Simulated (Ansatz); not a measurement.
Stepwise reaction of `[OH][Cd][OH]` with hydrogen chloride, as a gas-phase model of exchange steps in deposition or etching. ΔE in kJ/mol; ΔG adds harmonic PBE0-D4 terms to CCSD(T)/CBS, at 1 bar.

Gas-phase electronic energies from Ansatz, PBE0-D4/def2-TZVP geometries. CBS: MP2 limit from def2 TZ/QZ plus the TZ coupled-cluster correction, frozen cores. This one scheme is used for every species. Functionals use def2-TZVPP. B3LYP here is the variant with VWN-RPA as its local correlation; programs differ in this. Elements past krypton have def2 core potentials. For Cd outer-core shells are correlated without core-valence functions, which leaves a few kJ/mol of doubt a bond. One conformer a species, not always the lowest.

```tsv
step	reaction	PBE-D4	B3LYP-D4	ωB97M-V	CCSD(T)/CBS	ΔG(600 K)
1	`[OH][Cd][OH]` + HCl → `[OH][Cd][Cl]` + H₂O	-106.8	-113.5	-118.7	-118.4	-112.4
```

Task: Give the row of step 2, `[OH][Cd][Cl]` + HCl → `[Cl][Cd][Cl]` + H₂O. (Estimate.)

Result: Ansatz gave: 
```tsv
step	reaction	PBE-D4	B3LYP-D4	ωB97M-V	CCSD(T)/CBS	ΔG(600 K)
2	`[OH][Cd][Cl]` + HCl → `[Cl][Cd][Cl]` + H₂O	-105.7	-112.3	-117.1	-117.0	-101.1
```

Task: By hand: ΔE of the 2 steps together at CCSD(T)/CBS.

Result: (-118.4) + (-117.0) = -235.4 kJ/mol, or -117.7 kJ/mol a step.

In ΔE the steps differ by no more than 1.4 kJ/mol. All are downhill at CCSD(T)/CBS. ΔG lies between -112.4 and -101.1 kJ/mol a step. PBE-D4 differs from CCSD(T)/CBS by 11.3 to 11.6 kJ/mol a step. Isolated molecules leave out the surface, adducts and barriers. Largest T1 diagnostic: 0.017.
